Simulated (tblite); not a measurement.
Species: C3H9NOSi.
Atom-mapped SMILES: `[CH3:1][C@@H:2]([OH:3])/[CH:4]=[N:5]/[SiH3:6]` (hydrogens: H7, H8, H9 on C1; H10 on C2; H11 on O3; H12 on C4; H13, H14, H15 on Si6)

Computed with GFN2-xTB (tblite), gas phase: L-BFGS steps from a force-field or distance-geometry start until the largest atomic force falls under 0.01 eV/Å.

Step 90: E = -536.7125 eV
```
atom  x, y, z in Å  |  force x, y, z in eV/Å
C1     -2.2503   -0.1331    0.7859   -0.050   0.046  -0.003
C2     -1.2123   -0.2737   -0.3333   -0.015   0.004  -0.035
O3     -1.2688    0.8223   -1.2041    0.075   0.010  -0.039
C4      0.1713   -0.4550    0.2202   -0.035   0.042   0.048
N5      1.1231    0.2278   -0.2219    0.010  -0.049   0.013
Si6     2.8033    0.3008    0.1604   -0.017   0.025   0.046
H7     -2.3328   -1.0586    1.3502    0.055   0.045   0.028
H8     -3.2142    0.0940    0.3396   -0.015  -0.020  -0.037
H9     -1.9898    0.6879    1.4508    0.060  -0.052  -0.009
H10    -1.4433   -1.1958   -0.9000   -0.035  -0.011  -0.026
H11    -0.3523    1.1304   -1.3151   -0.063  -0.011   0.029
H12     0.2527   -1.2015    1.0165    0.041  -0.047   0.025
H13     3.4857   -0.2761   -0.9922   -0.029  -0.013  -0.043
H14     3.1999   -0.3970    1.3882    0.002  -0.024  -0.007
H15     3.0234    1.7356    0.2903    0.014   0.056   0.010
```

Step 91: E = -536.7146 eV
```
atom  x, y, z in Å  |  force x, y, z in eV/Å
C1     -2.2511   -0.1310    0.7838   -0.062   0.038  -0.007
C2     -1.2119   -0.2757   -0.3339   -0.010   0.020  -0.021
O3     -1.2625    0.8142   -1.2123    0.062   0.029  -0.040
C4      0.1677   -0.4497    0.2299   -0.005   0.016   0.038
N5      1.1215    0.2281   -0.2154   -0.004  -0.048   0.012
Si6     2.8020    0.2997    0.1619   -0.013   0.065   0.011
H7     -2.3245   -1.0522    1.3584    0.050   0.074   0.005
H8     -3.2175    0.0844    0.3367   -0.008  -0.022  -0.028
H9     -1.9940    0.6984    1.4395    0.051  -0.053  -0.009
H10    -1.4392   -1.1999   -0.8974   -0.035  -0.031  -0.019
H11    -0.3445    1.1195   -1.3230   -0.079  -0.019   0.036
H12     0.2438   -1.1876    1.0351    0.053  -0.042   0.017
H13     3.4744   -0.2467   -1.0105   -0.020  -0.028  -0.051
H14     3.2046   -0.4260    1.3682    0.020  -0.036   0.034
H15     3.0269    1.7326    0.3147    0.002   0.037   0.021
```

**Question.** Estimate the geometry and energy of step 92. (The exact step hangs on the optimiser's Hessian estimate; all steps are aligned on step 91, rigid shifts and turns removed.)

**Answer.** E = -536.7165 eV, largest force 0.105 eV/Å
```
atom  x, y, z in Å  |  force x, y, z in eV/Å
C1     -2.2529   -0.1281    0.7800   -0.052   0.043   0.006
C2     -1.2112   -0.2777   -0.3344   -0.001   0.010  -0.012
O3     -1.2600    0.8026   -1.2252    0.022   0.019  -0.020
C4      0.1647   -0.4385    0.2432   -0.009  -0.034   0.032
N5      1.1207    0.2294   -0.2109    0.005  -0.015   0.011
Si6     2.8009    0.2984    0.1635    0.039   0.070   0.010
H7     -2.3077   -1.0402    1.3728    0.031   0.098  -0.022
H8     -3.2234    0.0644    0.3311   -0.001  -0.023  -0.012
H9     -2.0035    0.7163    1.4207    0.026  -0.063  -0.023
H10    -1.4321   -1.2079   -0.8915   -0.023  -0.025   0.004
H11    -0.3426    1.1058   -1.3402   -0.053  -0.015   0.039
H12     0.2376   -1.1612    1.0643    0.047  -0.019  -0.020
H13     3.4574   -0.2061   -1.0384   -0.022  -0.021  -0.024
H14     3.2110   -0.4759    1.3392    0.015  -0.003   0.007
H15     3.0366    1.7269    0.3615   -0.022  -0.022   0.021
```

The energy changes by -0.0019 eV. The first-order estimate −F·Δx gives -0.0032 eV and the mean of the old and new forces, exact on a quadratic surface, -0.0018 eV. The step makes an angle of 84° with the force vector and moves no atom by more than 0.058 Å.

What follows is the cost of the whole relaxation. The run took 1.3 s on one thread of an Arm Neoverse N1, no GPU, shared host with 64 logical CPUs at a one-minute load of 61.
